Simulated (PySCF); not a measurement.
Vertical excitations of a molecule C₃H₈OSi from TDDFT-ωB97X/def2-SVPD in PySCF, as energy in eV (oscillator strength): 6.98 (0.002), 7.29 (0.445), 7.40 (0.000), 7.82 (0.018), 7.94 (0.002), 8.19 (0.000), 8.31 (0.025), 8.46 (0.002), 8.57 (0.007), 8.72 (0.154). Lowest triplet (TDA): 4.31 eV. Geometry: ωB97X-D3(BJ)/def2-SVP. One conformer was computed; it need not be the lowest.

Which structure fits?
A) OC1([SiH3])CC1
B) C[C@H]1OC[SiH2]1
C) C=C[SiH2]OC
D) [SiH3][C@H]1CCO1

C, C=C[SiH2]OC
